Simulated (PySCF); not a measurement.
SnH₃, SMILES [SnH3], multiplicity 2. The structure is a stationary point at PBE0-D3(BJ)/def2-TZVPD. The multiplicity is an assumed one; other spin states were not compared. The isomer is the one that the SMILES or the coordinates give; other isomers of the formula were not compared. The def2 effective core potentials stand for the cores of Sn; spin–orbit coupling is left out.

### Question
Give the equilibrium geometry at PBE0-D3(BJ)/def2-TZVPD (PySCF confirms it by a frequency run) as Cartesian coordinates in Å, and its point group. (The exact figures need the calculation; the answer reports its results.)

### Answer
point group C3v.
```xyz
4

Sn     0.0000     0.0000    -0.0321
H      1.4018     0.8093     0.5345
H     -1.4018     0.8093     0.5345
H      0.0000    -1.6187     0.5345
```
Charge 0, spin multiplicity 2.
